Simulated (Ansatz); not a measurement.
Consider the cleavage of the Si–Al bond: `[SiH3][Al]1[CH2][SiH2]1` + `CSCS` → `CSCS[SiH3]` + `[CH2]1[AlH][SiH2]1`.

Computed with Ansatz on PBE0-D4/def2-TZVP structures; ΔE is electronic, products minus reactants. CBS: MP2 limit from def2 TZ/QZ plus the TZ coupled-cluster correction, frozen cores. DFT in def2-TZVPP. B3LYP here is the variant with VWN-RPA as its local correlation; programs differ in this. HSE06 is defined as in plane-wave codes. One conformer a species, not always the lowest.

`[SiH3][Al]1[CH2][SiH2]1`:

```xyz
11

Si   -1.727    1.984   -0.186
Al   -0.069    0.187   -0.220
C     0.824   -1.096    0.967
Si    1.458   -1.485   -0.799
H    -3.080    1.382   -0.356
H    -1.708    2.723    1.107
H    -1.514    2.959   -1.289
H     1.588   -0.600    1.577
H     0.357   -1.887    1.553
H     2.926   -1.391   -1.025
H     0.946   -2.778   -1.330
```

`CSCS`:

Z-matrix (Å, degrees):
```
C
S 1 1.794
H 1 1.092 2 111.3
H 1 1.090 2 107.0 3 119.0
H 1 1.091 2 110.2 3 -122.4
C 2 1.795 1 100.2 3 66.7
S 6 1.811 2 116.8 1 63.3
H 6 1.090 2 106.1 1 -173.4
H 6 1.092 2 110.5 1 -56.8
H 7 1.342 6 96.2 2 58.3
```

`CSCS[SiH3]`:

Cartesian coordinates in Å:
```
C -1.258 0.703 -1.419
S -1.114 -0.872 -0.574
C -0.923 -0.319 1.119
S 0.544 0.703 1.480
Si 2.036 -0.402 0.422
H -2.169 1.226 -1.125
H -1.300 0.485 -2.486
H -0.387 1.328 -1.212
H -0.889 -1.228 1.722
H -1.785 0.271 1.435
H 2.024 -0.162 -1.042
H 1.911 -1.854 0.701
H 3.310 0.121 0.980
```

`[CH2]1[AlH][SiH2]1`:

Z-matrix (Å, degrees):
```
C
Si 1 1.924
Al 1 1.951 2 73.8
H 1 1.089 2 119.6 3 126.4
H 1 1.098 2 111.0 3 -105.5
H 2 1.489 1 112.6 3 -109.3
H 2 1.489 1 117.3 3 122.4
H 3 1.581 1 142.0 2 178.7
```

(1) Is it downhill or uphill in electronic energy at CCSD(T)/CBS, and by how much? (Best estimate.)

(2) What do these levels give: PBE-D4, BLYP-D4, PBE0-D4, B3LYP-D4, HSE06-D4, ωB97M-V, revPBE, BHLYP, CAM-B3LYP, LC-ωPBE, HF/def2-SVP, CCSD/def2-TZVPP? (Estimate.)

Largest T1 diagnostic among the species: 0.014.

Results:

(1) The calculation gave: Downhill: ΔE = -41.9 kJ/mol.

(2) Ansatz gave: PBE-D4 -31.3, BLYP-D4 -39.9, PBE0-D4 -34.8, B3LYP-D4 -41.0, HSE06-D4 -34.2, ωB97M-V -47.7, revPBE -20.1, BHLYP -35.9, CAM-B3LYP -35.4, LC-ωPBE -35.6, HF/def2-SVP -37.7, CCSD/def2-TZVPP -35.8 kJ/mol.

From PBE to PBE0 (25 % exact exchange), in def2-TZVPP and without D4, ΔE moves by −4.5 kJ/mol. At CCSD(T), def2-SVP lies +8.4 kJ/mol from the extrapolated value and def2-TZVPP +5.0 kJ/mol. Leaving LDA and LC-ωPBE aside and taking each functional with its dispersion term where it has one, the values spread over 16.4 kJ/mol, from ωB97M-V to PBE-D4. LDA lies −8.0 kJ/mol from PBE without D4.
